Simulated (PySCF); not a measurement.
A geometry optimisation on W(NH)2(NH2)2, `[NH]=[W](=[NH])([NH2])[NH2]`.

Computed with PBE0-D3(BJ)/def2-SVP geometry optimisation, gas phase, def2 core potentials past Kr (PySCF 2.14.0). Start geometry: GFN2-xTB. A driver script takes a list of jobs; this job's settings line and coordinates (Å) are shown.

Input:
```
{"job": {"xc": "PBE0", "basis": "def2-SVP", "d3": "d3bj", "grid": 1, "maxiter": 30, "shake": 0.03, "kind": "geom"}, "charge": 0, "multiplicity": 1}
W      0.243540    -0.077190     0.141860
N      0.079400     0.005510     1.907660
H      0.267800     0.017670     2.884150
N      1.935330    -0.020910    -0.559100
H      2.843250    -0.061900    -0.695380
N     -0.744080     1.672560    -0.553080
H     -0.421050     2.196590    -1.365810
H     -1.349290     2.247360    -0.030910
N     -0.775100    -1.634460    -0.456730
H     -1.459840    -2.201930     0.052660
H     -0.521920    -2.228810    -1.294440
```

Output:
```
step   0  E = -289.35189744  max force = 0.176722
step   1  E = -289.37879836  max force = 0.044972
step   2  E = -289.38208454  max force = 0.028230
step   3  E = -289.38342713  max force = 0.008093
step   4  E = -289.38378092  max force = 0.003828
step   5  E = -289.38389391  max force = 0.001198
step   6  E = -289.38395526  max force = 0.001030
step   7  E = -289.38397688  max force = 0.000912
step   8  E = -289.38399432  max force = 0.000505
step   9  E = -289.38400205  max force = 0.000531
step  10  E = -289.38400478  max force = 0.000331
optimisation converged
```

Energies in Eh; «max force» is the largest Cartesian gradient component in Eh/bohr.

Task: Give the first gradient maximum in eV/Å.

Result: With 1 Eh/bohr = 51.422 eV/Å, 9.087 eV/Å.

Task: How much energy does the optimisation release, in kcal/mol?

Result: E(step 0) − E(last step) = 0.032107 Eh, which is 20.1 kcal/mol.

In short: final energy -289.38400 Eh after 10 steps; dipole 0.58 D.

Task: How long does this job take on one thread of an Arm Neoverse V2, no GPU, shared host with 32 logical CPUs at a one-minute load of 19? And the peak memory of the process?

Result: About 75 s, with 0.48 GiB resident at the peak, the Python interpreter and its libraries included.
Labels such as C1 count atoms from 1, the log's own numbers from 0.
